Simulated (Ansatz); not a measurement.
`[SiH3]N([SiH3])B(Cl)Cl` + HCl → boron trichloride + `[SiH3]N[SiH3]` at 500 K and 1 bar (ligand exchange at a B–N bond).

Isolated molecules relaxed with PBE0-D4/def2-TZVP in Ansatz; ΔE leaves out vibrations. CCSD(T)/CBS is the MP2 limit (def2-TZVPP, def2-QZVPP) plus CCSD(T) − MP2 in def2-TZVPP, frozen cores. This one scheme is used for every species. Each species was taken in one conformer, which may not be the lowest.

```csv
species,CCSD(T)/CBS energy (Eh),H − E (kJ/mol),S (J/(mol·K))
`[SiH3]N([SiH3])B(Cl)Cl`,-1580.98686,229.2,476.5
HCl,-460.38127,32.5,201.9
`ClB(Cl)Cl`,-1404.24732,48.0,324.5
`[SiH3]N[SiH3]`,-637.10515,216.0,394.7
```

H − E and S are ideal-gas, rigid-rotor, harmonic terms from PBE0-D4/def2-TZVP, for one conformer and one mirror image of each species. 1 Eh = 2625.50 kJ/mol, R = 8.31446 J/(mol·K).

**Question.** By hand: ΔE, ΔH, ΔS and ΔG.

**Answer.** ΔE = (-1404.24732) + (-637.10515) − (-1580.98686) − (-460.38127) = 0.01566 Eh = 41.1 kJ/mol. Δ(H − E) = 48.0 + 216.0 − 229.2 − 32.5 = 2.3, so ΔH = 43.4 kJ/mol. ΔS = 324.5 + 394.7 − 476.5 − 201.9 = 40.8 J/(mol·K). ΔG = 43.4 − 500 × (40.8)/1000 = 23.0 kJ/mol.

**Question.** By hand: the equilibrium constant, and the temperature at which ΔG would vanish if ΔH and ΔS stayed fixed.

**Answer.** log₁₀ K = −ΔG/(RT ln 10) = -2.4. ΔG = 0 at ΔH/ΔS = 1064 K.

TΔS isn't small against ΔH here. A doubt of 5 kJ/mol in ΔE shifts log₁₀ K by 0.5 here. Other conformers and mirror images would add mixing entropy, several J/(mol·K) or more a flexible species. Modes under 60 cm⁻¹, often nearly free rotors, make the harmonic entropy too high. These are equilibria of isolated gas molecules and say nothing of rates. Largest T1 diagnostic: 0.012 (customary marks: 0.02 for closed shells, 0.045 for open ones).
